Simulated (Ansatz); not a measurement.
F4Ti, SMILES [F][Ti-]([F])([F])[F] (connectivity only; charge and spin as stated), charge -1, multiplicity 2.

Coordinates come from a PBE-D3(BJ)/def2-SVPD optimisation. The spin state was assumed, not searched.

Two levels are set side by side: PBE/def2-SVPD (Ansatz, a first-principles code) and PBE0/def2-SVPD (Ansatz). Energy differences of separate SCF runs at the same geometry; the states with an electron removed or added have multiplicity 1. Differences are taken from unrounded values.

```json
[
 {"quantity": "vertical ionisation energy (eV)", "PBE": "2.13"}
]
```

These are the PBE values. What does PBE0 give? (The exact figures need the calculation; the answer reports its results.)


| quantity | PBE0 | PBE minus PBE0 |
|---|---|---|
| vertical ionisation energy (eV) | 3.04 | -0.90 |
